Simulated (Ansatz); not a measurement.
CH₄F₂Sn, SMILES `F[CH2][SnH2][F]`. Total charge 0; spin multiplicity 1. Sn: def2 effective core potential.

```xyz
8

F    -0.082   -1.361   -1.605
C    -0.396   -1.045   -0.292
Sn    0.379    0.918    0.175
F    -0.175    1.159    2.009
H    -1.482   -1.063   -0.175
H     0.046   -1.795    0.367
H     2.079    1.005    0.207
H    -0.369    2.182   -0.687
```

Question: List the harmonic frequencies (cm⁻¹, unscaled) at PBE0-D4/def2-TZVP in Ansatz. (Best estimate.)

Answer: The calculation gave: 27, 101, 235, 366, 499, 547, 602, 642, 696, 769, 1059, 1241, 1280, 1470, 1962, 1971, 3069, 3135.

Question: Is this a minimum?

Answer: Yes, all 18 modes are real.

Question: Give the ideal-gas thermochemistry at 298.15 K and 1 bar (rigid rotor, harmonic oscillator; point group Cs, symmetry number 1).

Answer: Zero-point energy 117.6 kJ/mol; H(298) − E = 136.6 kJ/mol; entropy 347.7 J/(mol·K), of which translation 173.1, rotation 111.1, vibration 63.5; G(298) − E = 33.0 kJ/mol. Modes under 100 cm⁻¹ are hindered rotations or soft bends, so the harmonic entropy is rough.

Question: And at 400, 500, 600, 800 and 1000 K?

Answer: 
| T (K) | H − E (kJ/mol) | S (J/mol/K) | G − E (kJ/mol) |
| --- | --- | --- | --- |
| 400 | 146.7 | 376.8 | -4.0 |
| 500 | 158.0 | 401.9 | -42.9 |
| 600 | 170.3 | 424.2 | -84.3 |
| 800 | 197.3 | 462.9 | -173.1 |
| 1000 | 226.6 | 495.6 | -269.0 |

Question: Rotational constants (cm⁻¹)?

Answer: 0.3114, 0.07263, 0.06134.
